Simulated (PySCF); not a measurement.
C3H11ClSi2, SMILES CC[Si@H](Cl)[SiH2]C.

The structure is a stationary point at B3LYP-D3(BJ)/def2-SVP. The structure was generated by enumeration; whether it is a known compound was not checked. One conformer was computed; it need not be the lowest.

These are B3LYP/def2-TZVP (PySCF) values and carry that method's errors.

The molecule is in vacuum.

Computed frontier levels, gap, dipole moment:
```yaml
highest_occupied_level: -7.45 eV
lowest_empty_level: -0.46 eV
orbital_gap: 6.99 eV
dipole_moment: 1.53 D
quadrupole, principal values (traceless, Buckingham form, about the centre of nuclear charge): -6.48, -0.37, 6.85 D·Å
```
